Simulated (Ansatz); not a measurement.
CH8Si2Te (`C[SiH2][Te][SiH3]`), relaxed with RKS PBE0-D4/def2-TZVP in the Gaussian-basis code of Ansatz from a PBE-D4/def2-SVP geometry. The force threshold is 0.005 eV/Å; the program also tests the step.

Total charge 0; spin multiplicity 1. Te: def2 effective core potential.

Start:

```xyz
12

C     1.067    1.400   -0.651
Si    1.409   -0.371   -0.098
Te    0.118   -1.001    1.989
Si   -2.038   -0.871    0.692
H    -0.005    1.536   -0.895
H     1.336    2.122    0.145
H     1.660    1.636   -1.560
H     2.859   -0.564    0.257
H     1.038   -1.338   -1.193
H    -1.990   -1.788   -0.501
H    -3.149   -1.289    1.613
H    -2.304    0.528    0.202
```

(1) By how much does the energy fall, and how many steps does the optimiser take? (Estimate.)

(2) Which bonds change most? (Best estimate.)

(3) Give the relaxed structure. (Estimate.)

## Answers

(1) Computed: 4.40 kJ/mol, in 23 steps, 4 of them rejected.

(2) Ansatz gave: Si2–Te3 from 2.534 to 2.502 Å; Te3–Si4 from 2.520 to 2.489 Å; C1–Si2 from 1.887 to 1.867 Å; Si4–H10 from 1.505 to 1.485 Å.

(3) The calculation gave: 
```xyz
12

C     1.115    1.440   -0.625
Si    1.374   -0.339   -0.122
Te    0.093   -0.934    1.943
Si   -2.051   -0.931    0.679
H     0.061    1.635   -0.832
H     1.437    2.114    0.172
H     1.691    1.666   -1.527
H     2.799   -0.600    0.210
H     0.955   -1.256   -1.215
H    -2.044   -1.975   -0.377
H    -3.134   -1.210    1.655
H    -2.295    0.389    0.040
```
